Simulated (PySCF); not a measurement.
From one molecule to another.

First species: C7H9FO.
Z-matrix (Å and degrees, GFN2-xTB geometry), rows numbered from 1:
```
C 
C   1  1.3227
C   2  1.4780  1  125.50
C   3  1.5108  2  116.84  1     1.99
C   3  1.4926  2  117.83  1   151.38
C   5  1.5098  3   61.98  2   107.36
C   6  1.4557  3  120.64  5   107.00
O   7  1.1841  6  131.07  3   -46.87
F   7  1.3744  6  110.28  3   133.63
H   1  1.0761  2  123.13  3     0.32
H   1  1.0759  2  120.86  3  -179.41
H   2  1.0810  1  119.61  3   179.77
H   4  1.0879  3  110.60  2   -61.22
H   4  1.0881  3  109.74  2    58.66
H   4  1.0871  3  110.79  2   178.31
H   5  1.0791  3  118.96  6   107.36
H   5  1.0800  3  118.06  6  -106.26
H   6  1.0822  3  115.68  5  -109.39
```

Second species: C₅H₁₂N₂Si.
SMILES: `CC[C@H](C#N)CN[SiH3]`

Levels: PBE0/pcSseg-1 for dipole moment, HOMO energy, LUMO energy and HOMO–LUMO gap; GFN2-xTB for rotational constant A and rotational constant C. Geometries: GFN2-xTB. Each species is one conformer at its optimised geometry, gas phase, non-relativistic unless stated; the electronic structure was computed with PySCF and density fitting.

The conformers computed, where there is a choice (atom-mapped SMILES and torsion angles):
- `[CH2:1]=[CH:2][C@@:3]1([CH3:4])[CH2:5][C@H:6]1[C:7](=[O:8])[F:9]`: C1–C2–C3–C4 2°, C5–C6–C7–O8 22°
- `[CH3:1][CH2:2][C@H:3]([C:4]#[N:5])[CH2:6][NH:7][SiH3:8]`: C1–C2–C3–C4 -163°, C2–C3–C6–N7 -175°, C3–C6–N7–Si8 148°

Problem. Which has the higher rotational constant A?

Solution. The first: 2.510 GHz against 2.176 GHz, a difference of 0.334 GHz.

Problem. Which of the two has the higher rotational constant C, and by how much?

Solution. The first: 1.008 GHz against 0.675 GHz, a difference of 0.333 GHz.

Problem. Which of the two has the higher dipole moment, and by how much?

Solution. The first: 3.69 D against 3.52 D, a difference of 0.17 D.

Problem. Which has the higher LUMO energy?

Solution. The second: 0.34 eV against -0.68 eV, a difference of 1.02 eV.

Problem. Which has the higher HOMO–LUMO gap?

Solution. The second: 7.44 eV against 6.81 eV, a difference of 0.63 eV.

Problem. Which has the higher HOMO energy?

Solution. The second: -7.10 eV against -7.49 eV, a difference of 0.39 eV.

On the first: In atomic units the dipole is 1.45 e·bohr (1 au = 2.5417 D). A dipole of 3.69 D is allowed in C1, and pure rotational transitions are dipole-allowed.

On the second: The dipole equals about 11.7 × 10⁻³⁰ C·m (1 D = 3.33564 × 10⁻³⁰ C·m). A dipole of 3.52 D is allowed in C1, and pure rotational transitions are dipole-allowed.
